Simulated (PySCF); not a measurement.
C4H5, SMILES [CH]=CC=C, multiplicity 2.

The structure is a stationary point at B3LYP-D3(BJ)/def2-SVP. The isomer is the one that the SMILES or the coordinates give; other isomers of the formula were not compared. One conformer was computed; it need not be the lowest.

The numbers are results of TDA-B3LYP/def2-SVPD run with PySCF, not measurements.

Vertical excitations. Gas-phase values at a fixed geometry.

```csv
state,energy (eV),λ (nm),f,main pairs
root 1,2.57,482,0.001,β HOMO→LUMO 93 %
root 2,3.33,372,0.000,"α HOMO−1→LUMO 49 %, β HOMO→LUMO+1 48 %"
root 3,4.08,304,0.002,α HOMO→LUMO 95 %
root 4,5.24,237,0.000,"α HOMO−2→LUMO 29 %, α HOMO−1→LUMO+3 19 %, β HOMO→LUMO+4 25 %, β HOMO−1→LUMO+1 24 %"
root 5,5.41,229,0.000,β HOMO−1→LUMO 96 %
root 6,6.12,203,0.462,"α HOMO−1→LUMO 31 %, β HOMO→LUMO+1 32 %, β HOMO−2→LUMO 27 %"
root 7,6.53,190,0.001,β HOMO→LUMO+2 94 %
root 8,6.62,187,0.139,"α HOMO→LUMO+2 34 %, α HOMO→LUMO+1 23 %, α HOMO→LUMO+4 5 %, β HOMO−2→LUMO 21 %, β HOMO−3→LUMO 5 %"
root 9,6.64,187,0.001,α HOMO→LUMO+3 95 %
root 10,6.69,185,0.185,"α HOMO→LUMO+1 24 %, α HOMO→LUMO+2 9 %, α HOMO−1→LUMO 6 %, β HOMO−2→LUMO 35 %, β HOMO→LUMO+4 7 %, β HOMO→LUMO+1 6 %"
```
Unrestricted roots are not spin-pure.
